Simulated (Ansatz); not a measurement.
Species: H₂OSi, SMILES `O=[SiH2]` (charge 0, multiplicity 1), formula H₂OSi.

**Question.** How many basis functions does frozen-core CCSD(T)/aug-cc-pVTZ // ωB97X-D3(BJ)/def2-TZVPD run with Ansatz (a program for electronic structure) use, how many core orbitals are frozen, and how many electrons are correlated?

**Answer.** 142 basis functions and 6 frozen orbitals, which leaves 12 correlated electrons. Core time is of the order of seconds.
